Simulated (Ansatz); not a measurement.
One change: `CSBO[SiH3]` becomes `CCBO[SiH3]`.

Ansatz, PBE0-D4/def2-TZVP geometries, multiplicity 1. Each molecule was computed in one conformer, which needn't be the lowest.

```
                                                                                  property  `CSBO[SiH3]`
                                                        LUMO energy (PBE0/def2-TZVPP) / eV         -0.20
ideal-gas entropy at 298 K and 1 bar (rigid rotor, harmonic PBE0-D4/def2-TZVP) / J/(mol·K)           382
                                                         HOMO energy (PBE/def2-TZVPP) / eV         -6.18
                                                     HOMO energy (ωB97M-V/def2-TZVPP) / eV         -9.53
                                                     LUMO energy (ωB97M-V/def2-TZVPP) / eV          1.71
                                                       LUMO energy (B3LYP/def2-TZVPP) / eV         -0.40
```

Problem. What does the change do to each property? (Best estimate.)

Solution. Computed: 
| property | `CCBO[SiH3]` | shift |
| --- | --- | --- |
| LUMO energy (PBE0/def2-TZVPP) / eV | -0.17 | 0.03 |
| ideal-gas entropy at 298 K and 1 bar (rigid rotor, harmonic PBE0-D4/def2-TZVP) / J/(mol·K) | 371 | -11 |
| HOMO energy (PBE/def2-TZVPP) / eV | -6.66 | -0.48 |
| HOMO energy (ωB97M-V/def2-TZVPP) / eV | -10.41 | -0.88 |
| LUMO energy (ωB97M-V/def2-TZVPP) / eV | 1.68 | -0.03 |
| LUMO energy (B3LYP/def2-TZVPP) / eV | -0.42 | -0.02 |

The zero-point energy changes by 67.4 kJ/mol with +6 modes. Modes under 60 cm⁻¹, often nearly free rotors, make the harmonic entropy too high.

B3LYP here is the variant with VWN-RPA as its local correlation; programs differ in this.
